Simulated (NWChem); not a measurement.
Correlation energy of H$_{2}$B

```xyz
3

B      0.0000     0.0000     0.1478
H      1.0882     0.0000    -0.3696
H     -1.0882     0.0000    -0.3696
```
Charge 0, spin multiplicity 2.

Program: NWChem. The geometry was optimised at UPBE0/def2-SVP, a minimum by its harmonic frequencies.

Basis set: def2-QZVP. Each correlation energy counts from its own Hartree-Fock reference.

The correlated methods keep 1 core orbital frozen. The structure started from a generated list of species. The unpaired electrons of the parent sit in orbitals of symmetry a1 (C2v labels of the run); other states weren't searched. No SCF solution was tested for a lower state. Open-shell Hartree-Fock references start from PBE0 orbitals. Coupled-cluster values serve here as a point of comparison, not as the truth.

Task: For the correlation energy, UMP2 gives -87.5 mHa and SCS-UMP2 gives -96.5 mHa. What do CCSD on ROHF, CCSD[T] on ROHF, CCSD(T) on ROHF give?

Result: CCSD on ROHF: -106.2 mHa; CCSD[T] on ROHF: -108.5 mHa; CCSD(T) on ROHF: -108.5 mHa.
